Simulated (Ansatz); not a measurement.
Reaction (cleavage of the P–Si bond): `CCO[SiH2]P` + PH₃ → `PP` + `CCO[SiH3]`

Calculated with Ansatz (gas phase, PBE0-D4/def2-TZVP geometries, no zero-point term in ΔE). CCSD(T)/CBS is the MP2 limit (def2-TZVPP, def2-QZVPP) plus CCSD(T) − MP2 in def2-TZVPP, frozen cores. This one scheme is used for every species. Functionals use def2-TZVPP. One conformer a species, not always the lowest.

```json
{"species": "`CCO[SiH2]P`", "ωB97M-V energy (Eh)": "-787.69244"}
{"species": "PH₃", "ωB97M-V energy (Eh)": "-343.11573"}
{"species": "`PP`", "ωB97M-V energy (Eh)": "-685.06150"}
{"species": "`CCO[SiH3]`", "ωB97M-V energy (Eh)": "-445.73802"}
```

**Question.** Work out ΔE.

**Answer.** ΔE = (-685.06150) + (-445.73802) − (-787.69244) − (-343.11573) = 0.00865 Eh = +22.7 kJ/mol. CCSD(T)/CBS gives +22.1 kJ/mol.

Largest T1 diagnostic among the species: 0.014.

In def2-TZVPP, CCSD(T) changes the Hartree–Fock value by +6.0 kJ/mol (the triples alone add +0.3 kJ/mol) and MP2 by +4.2 kJ/mol.
